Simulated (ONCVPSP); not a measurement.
## How hard is this antimony (Sb) ONCV potential?

- Element: antimony
- Generator: ONCVPSP 4.0.1
- Type: optimised norm-conserving Vanderbilt (ONCV)
- Functional: BLYP
- Relativity: scalar-relativistic
- Frozen core: [Ar] 3d10
- Valence charge: 23
- Reference configuration: 4s2 4p6 4d10 5s2 5p3
- Partial waves: 4s+5s: rc 1.55 bohr, ncon 3, nbas 7, qcut 7.1 1/bohr, 2 projectors; 4p+5p: rc 1.40 bohr, ncon 3, nbas 7, qcut 11.7 1/bohr, 2 projectors; 4d: rc 1.20 bohr, ncon 4, nbas 9, qcut 7.4 1/bohr, 2 projectors, debl 2.4 Ha
- Local potential: polynomial inside 1.00 bohr (lpopt 3, dvloc0 -1 Ha)
- Core correction: Teter function, fcfact 5, rcfact 1.45

**Question.** For each optimised wave give the share of its norm inside rc, the residual kinetic energy above qcut (Ha) and the cutoffs (Ha) for errors of 10, 1, 0.1 and 0.01 mHa per electron.

**Answer.**

```
         wave  norm inside rc  residual KE  10 mHa  1 mHa  0.1 mHa  0.01 mHa
           4s           0.990      3.0e-06    10.2   12.8     14.9      21.1
           5s           0.181      3.5e-05     8.5   12.2     22.4      54.4
           4p           0.951      3.4e-08    19.5   32.6     46.5      54.5
           5p           0.048      9.1e-09    15.5   20.8     39.6      50.5
           4d           0.711      2.9e-02    44.4  191.3    222.1     294.3
d projector 2           0.108      1.6e-02    29.0   53.7    167.8     272.5
```

The occupied waves need 191 Ha and 222 Ha for 1 and 0.1 mHa.
